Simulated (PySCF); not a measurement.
B(F)2(SiH3) (BF2H3Si), SMILES FB(F)[SiH3]. Geometry optimised at TPSSh-D3(BJ)/def2-SVP.

Computed equilibrium geometry at TPSSh-D3(BJ)/def2-SVP (PySCF confirms it by a frequency run) as Cartesian coordinates in Å:
```xyz
7

B     -0.4469     0.1871    -0.3321
F     -1.5944    -0.4663    -0.4596
F     -0.3434     1.3189    -1.0189
Si     1.0875    -0.4793     0.8305
H      1.4695     0.5801     1.8061
H      2.2690    -0.7638    -0.0325
H      0.7110    -1.7154     1.5669
```
